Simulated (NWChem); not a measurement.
# Si$_{2}$H$_{4}$SF$_{2}$; SMILES F[SiH](F)S[SiH3]

```xyz
9

Si     0.7055     1.8741    -0.1048
S     -1.1473     0.7601     0.1101
Si    -0.3664    -1.1982     0.1013
F      0.9941    -1.2156    -0.7722
F      0.0673    -1.6788     1.5768
H      1.7331     1.3613     0.8431
H      1.2059     1.8013    -1.5045
H      0.3319     3.2738     0.2369
H     -1.3354    -2.1678    -0.4425
```
Atoms are numbered in this order, from 1.

Results from NWChem. STO-3G and 3-21G are far too small for this property and stand as cheap habits. Coordinates come from a PBE0/def2-SVP optimisation. GIAO values for the isolated, static molecule; σ is the absolute isotropic shielding, δ = σ(reference) − σ with the isolated reference molecule computed at the same levels (19F: trichlorofluoromethane, 1H: tetramethylsilane, 29Si: tetramethylsilane).

Problem. Estimate the computed values for Hartree-Fock/STO-3G. Quantities: δ Si1 (ppm); σ S2 (ppm); δ Si3 (ppm); δ F4 (ppm); δ F5 (ppm); δ H6 (rotor mean) (ppm); δ H9 (ppm).

Solution. The δ Si1 (ppm) is -43.7 and the σ S2 (ppm) is 1109.8. The δ Si3 (ppm) comes out as 13.4 and the δ F4 (ppm) comes out as -171.9. The δ F5 (ppm) comes out as -175.4 and the δ H6 (rotor mean) (ppm) comes out as 1.60. The δ H9 (ppm) is 2.39.
